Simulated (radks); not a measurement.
Values are calculated unless marked as measured or tabulated.
The osmium ion Os41+, configuration [Ar] 3d10 4s2 4p5. Level of theory: Dirac Kohn-Sham, PBE, spin-unpolarised, spherical densities, finite nucleus; open shells are shared between the two j in proportion to 2j + 1; Fermi nuclear charge, rms radius 5.4126 fm (a radial shooting solver on a logarithmic mesh with Libxc functionals).

Normalised radial functions P(r) = r R(r) (large component), r in bohr:

| r | 4s1/2 |
|---|---|
| 0.0008425 | 0.1673 |
| 0.001071 | 0.2003 |
| 0.001362 | 0.2384 |
| 0.001731 | 0.2816 |
| 0.0022 | 0.3295 |
| 0.002797 | 0.3806 |
| 0.003556 | 0.4325 |
| 0.004521 | 0.4805 |
| 0.005747 | 0.5177 |
| 0.007306 | 0.5340 |
| 0.009287 | 0.5158 |
| 0.01181 | 0.4475 |
| 0.01501 | 0.3135 |
| 0.01908 | 0.1049 |
| 0.02426 | -0.1710 |
| 0.03083 | -0.4772 |
| 0.0392 | -0.7359 |
| 0.04983 | -0.8317 |
| 0.06335 | -0.6460 |
| 0.08053 | -0.1345 |
| 0.1024 | 0.5723 |
| 0.1301 | 1.1273 |
| 0.1654 | 1.0958 |
| 0.2103 | 0.2843 |
| 0.2674 | -0.9536 |
| 0.3399 | -1.8399 |
| 0.4321 | -1.8195 |
| 0.5493 | -1.1147 |
| 0.6983 | -0.4191 |
| 0.8877 | -0.0893 |
| 1.128 | -0.0095 |

4s1/2: eigenvalue -2241.6 eV, 3 radial nodes at r = 0.0210, 0.0845, 0.223 bohr, <r> = 0.386 bohr, 90 % of the charge inside 0.546 bohr.
